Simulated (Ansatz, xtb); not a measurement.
Relative energy of two isomers of C4H5BO2

Structure X: `Bc1ccoc1O`, a singlet. Structure Y: `Bc1occc1O`, a singlet. Both are isolated molecules in the gas phase, relaxed with PBE0-D3(BJ)/def2-SVP; the shapes shown needn't be the lowest conformers.

X (Å):

```xyz
12

C    -0.9909   -0.5390   -1.0230
C     0.0698    0.1300   -1.7563
C     0.6599   -0.7793   -2.5605
C    -0.9154   -1.8424   -1.4928
B    -1.9642   -0.0026    0.0041
O     0.0456   -2.0070   -2.3957
O    -1.6315   -2.9042   -1.1862
H    -2.7866   -0.7327    0.5064
H    -1.9243    1.1629    0.3286
H     0.3369    1.1812   -1.6679
H     1.4750   -0.7592   -3.2771
H    -1.3143   -3.6578   -1.7013
```

Y (Å):

```yaml
atoms:
  - { symbol: C, position_ang: [-1.2390, -0.4700, -0.9727] }
  - { symbol: C, position_ang: [0.6166, 0.0395, -2.0427] }
  - { symbol: C, position_ang: [0.4983, -1.3197, -2.1849] }
  - { symbol: C, position_ang: [-0.6983, -1.6482, -1.4950] }
  - { symbol: B, position_ang: [-2.4734, -0.1933, -0.1634] }
  - { symbol: O, position_ang: [-0.3784, 0.5517, -1.3443] }
  - { symbol: O, position_ang: [-1.2509, -2.8508, -1.3430] }
  - { symbol: H, position_ang: [-3.1916, -1.1157, 0.1363] }
  - { symbol: H, position_ang: [-2.7369, 0.9342, 0.1785] }
  - { symbol: H, position_ang: [1.3735, 0.7357, -2.4016] }
  - { symbol: H, position_ang: [1.1784, -1.9856, -2.7123] }
  - { symbol: H, position_ang: [-0.7100, -3.5139, -1.7835] }
```

Q: Estimate which is lower in electronic energy at CCSD(T)/def2-SVP + ΔMP2/def2-TZVPP, and by roughly how much.

A: The CCSD(T)/def2-SVP + ΔMP2/def2-TZVPP calculation puts structure X lower, by 3.1 kcal/mol.

How the difference moves with the method:

```
                             level              geometry  E(Y) − E(X) (kcal/mol)  departure from the last row (kcal/mol)  job, with rough time for the two
                          GFN2-xTB              GFN2-xTB                      +0.7                                    −2.3               optimisation, 1.4 s
                         HF/STO-3G              GFN2-xTB                      +3.1                                     0.0               single point, 3.4 s
                r2SCAN-D4/def2-SVP              GFN2-xTB                      +1.6                                    −1.4                single point, 14 s
              PBE0-D3(BJ)/def2-SVP  PBE0-D3(BJ)/def2-SVP                      +2.3                                    −0.7             optimisation, 2.6 min
                       HF/def2-SVP  PBE0-D3(BJ)/def2-SVP                      +5.8                                    +2.8           part of the CCSD(T) run
                      MP2/def2-SVP  PBE0-D3(BJ)/def2-SVP                      +3.1                                     0.0           part of the CCSD(T) run
                  CCSD(T)/def2-SVP  PBE0-D3(BJ)/def2-SVP                      +3.5                                    +0.5                      single point
CCSD(T)/def2-SVP + ΔMP2/def2-TZVPP  PBE0-D3(BJ)/def2-SVP                      +3.1                                                     single point, 3.4 min
```

As drawn, both hold the same kinds of bond in the same numbers.

The levels shown agree on the order. The largest departure from CCSD(T)/def2-SVP + ΔMP2/def2-TZVPP is that of HF/def2-SVP, 2.8 kcal/mol. The last row adds to CCSD(T) the change of the MP2 difference between the two basis sets, here −0.5 kcal/mol.

With thermal terms from frequencies at re-optimised GFN2-xTB minima (ideal gas, soft modes damped towards free rotors, one conformer each, 298.15 K, 1 atm): on the last row, ΔE + ΔZPE = +3.2, ΔH = +3.1, ΔG = +3.2 kcal/mol.

The correlated steps freeze 7 core orbitals. Run with Ansatz 0.2.0, xtb 6.7.1; the last row on 2 threads of Intel(R) Xeon(R) Processor @ 2.50GHz (Skylake/Cascade Lake) on a shared host.
